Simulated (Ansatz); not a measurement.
A structure drawn as `O=C([SiH3])S`, with this starting geometry:

```xyz
8

O    -0.5624    1.5662    0.7181
C    -0.5270    0.5073    0.1598
Si    1.0945   -0.3800   -0.0977
S    -1.9825   -0.3236   -0.3516
H     1.3554   -0.7086   -1.5241
H     2.2903    0.3592    0.4308
H     1.1064   -1.7383    0.6520
H    -2.7746    0.7178    0.0128
```

Total charge 0; spin multiplicity 1.

Problem. Does it keep its bonds when Ansatz relaxes it at PBE-D4/def2-SVP and then PBE0-D4/def2-TZVP?

Solution. Yes, every drawn bond is still there and no new one forms.

Problem. Give the relaxed structure. (An estimate is asked.)

Solution. Computed: 
Z-matrix (Å, degrees):
```
Si
C 1 1.927
H 1 1.482 2 107.1
H 1 1.484 2 110.0 3 120.6
H 1 1.482 2 107.1 3 -118.8
S 2 1.785 1 115.2 3 -120.6
O 2 1.201 1 121.5 3 59.4
H 6 1.346 2 95.2 1 -180.0
```
All modes are real.

Atoms count as bonded under 1.1 times the sum of their covalent radii (H–H under 0.85 Å, pairs among N, O and F under 1.55 Å), and a drawn bond as lost past 1.3 times.
